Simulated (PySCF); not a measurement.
# Working with the constants of GeBr

UHF-CCSD(T) constants of GeBr, ²Π (doublet), unpaired electrons π ↑ (Ge def2-TZVPP, Br def2-TZVPP; no relativity (PySCF 2.14); masses 73.9212 and 78.9183 u):

* ωe: 301.5 cm⁻¹
* ωexe: 0.745 cm⁻¹
* Be: 0.081682 cm⁻¹
* αe: 0.000289 cm⁻¹
* D (centrifugal): 2.4e-08 cm⁻¹
* De to Ge + Br: 3.50 eV

Q: Give the vibrational terms G(v) and spacings up to v = 6.

A: G(v) = ωe(v+½) − ωexe(v+½)².

```tsv
v	G(v) (cm⁻¹)	G(v) − G(v−1)	Bv (cm⁻¹)
0	150.6		0.08154
1	450.6	300.0	0.08125
2	749.1	298.5	0.08096
3	1046.1	297.0	0.08067
4	1341.7	295.5	0.08038
5	1635.7	294.0	0.08009
6	1928.3	292.6	0.07980
```

Q: How well does the Morse estimate ωe²/(4ωexe) reproduce De, and what is D0?

A: It gives 3.78 eV, 108 % of the computed De. D0 = De − G(0) = 3.50 − 0.02 = 3.48 eV.

Correlated steps freeze 18 core orbitals. Spin–orbit coupling is left out. The state was picked by a PBE0 search and need not be the measured ground state.
